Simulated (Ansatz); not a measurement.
```yaml
crystal:
  periodic: [false, false, false]
  atoms:
    - {symbol: O, position_ang: [-0.158318, 1.388036, -0.845207]}
    - {symbol: Al, position_ang: [-0.039705, -0.076197, -0.030219]}
    - {symbol: O, position_ang: [1.049745, -0.191005, 1.243461]}
    - {symbol: Cl, position_ang: [-1.218983, -1.712775, -0.585248]}
    - {symbol: H, position_ang: [-0.757131, 1.521497, -1.577669]}
    - {symbol: H, position_ang: [1.166494, -0.993456, 1.748782]}
basis:
  gaussian: {orbitals: def2-mTZVP, final_grid: {core_spheres: 8, valence_spheres: 7, degree: 23}}
magnetization: {spin_polarized: true, initial_magnetization: 0}
hamiltonian: {xc: {name: B3LYP}, dispersion: d4}
output: {forces: true}
```

```sh
$ ansatz run in.yaml --threads 2 --pin off --events-out ev --progress --plain --max-ram 32768MiB --backend cpu
```

Shortened log:

```
Functional definition: B3LYP
871 factors; integrals over basis functions are off by at most 9.8e-4 eV
mean field evaluation 1: about -23242.2265 eV, gradient 6.1e1 eV
mean field evaluation 2: about -23202.5931 eV, gradient 1.2e2 eV
mean field evaluation 4: about -23254.1035 eV, gradient 4.9e0 eV
mean field evaluation 8: about -23254.2067 eV, gradient 2.0e-1 eV
mean field evaluation 16: about -23254.2069 eV, gradient 3.7e-5 eV
mean field -23254.20685639 eV, -854.5763397047 hartree, gradient 3.7e-5 eV, S^2 0.000000; 0 other end points of the search recorded, 0 dependent functions left out
reference -23254.20710159 eV, -854.5763487158 hartree; 24, 24 occupied and 74, 74 virtual orbitals, 871 factors
Total energy: -23254.39112188 eV, -854.5831113368 hartree
Atom 0 at    -0.158318     1.388036    -0.845207 Å, force     0.208089     0.152025     0.160519 eV/Å
Atom 1 at    -0.039705    -0.076197    -0.030219 Å, force    -0.022172    -0.027559    -0.007978 eV/Å
Atom 2 at     1.049745    -0.191005     1.243461 Å, force     0.107057     0.283278    -0.013731 eV/Å
Atom 3 at    -1.218983    -1.712775    -0.585248 Å, force    -0.150563    -0.209927    -0.071687 eV/Å
Atom 4 at    -0.757131     1.521497    -1.577669 Å, force    -0.214714     0.088427    -0.281574 eV/Å
Atom 5 at     1.166494    -0.993456     1.748782 Å, force     0.072302    -0.286244     0.214450 eV/Å
Dipole moment:    -0.067160    -0.093934    -0.032357 e Å
```

It took 2.7 s on 2 threads of a server CPU on a shared host, with 0.25 GiB of host memory at the peak.
